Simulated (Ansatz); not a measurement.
Spectroscopic constants of NiH, multiplicity 2 (the spin of the measured ground state). No spin–orbit coupling. Ni is treated without relativity.

```json
[
 {"level": "SVWN5/def2-TZVPP", "bond energy D_e (kcal/mol)": "78.63"},
 {"level": "PBE/def2-TZVPP", "bond energy D_e (kcal/mol)": "66.93"},
 {"level": "r2SCAN/def2-TZVPP", "bond energy D_e (kcal/mol)": "67.55"},
 {"level": "B97M-V/def2-TZVPP", "bond energy D_e (kcal/mol)": "66.12"},
 {"level": "B3LYP/def2-TZVPP", "bond energy D_e (kcal/mol)": "65.54"},
 {"level": "PBE0/def2-TZVPP", "bond energy D_e (kcal/mol)": "61.63"},
 {"level": "BHLYP/def2-TZVPP", "bond energy D_e (kcal/mol)": "54.14"},
 {"level": "CAM-B3LYP/def2-TZVPP", "bond energy D_e (kcal/mol)": "65.67"},
 {"level": "wB97X-V/def2-TZVPP", "bond energy D_e (kcal/mol)": "65.68"},
 {"level": "wB97M-V/def2-TZVPP", "bond energy D_e (kcal/mol)": "67.98"},
 {"level": "CCSD/def2-TZVPP", "bond energy D_e (kcal/mol)": "59.00"},
 {"level": "CCSD/def2-QZVPP", "bond energy D_e (kcal/mol)": "61.21"},
 {"level": "CCSD(T)/def2-TZVPP", "bond energy D_e (kcal/mol)": "60.50"},
 {"level": "CCSD(T)/def2-QZVPP", "bond energy D_e (kcal/mol)": "62.84"}
]
```

The rows run from 54.14 (BHLYP/def2-TZVPP) to 78.63 kcal/mol (SVWN5/def2-TZVPP). From def2-TZVPP to def2-QZVPP CCSD(T) changes by 2.34. The 10 functionals in def2-TZVPP without D3 or D4 span 24.48, from BHLYP to SVWN5.

D_e counts from the fitted minimum to each atom's lowest state at the same level, without counterpoise.

Correlated levels freeze the inner cores; with def2 sets outer-core shells near the valence are correlated too.

The values were computed with Ansatz (Gaussian basis) for Hartree–Fock, density functionals and correlated methods. Each number belongs to the level named beside it.

Ansatz is a first-principles code.
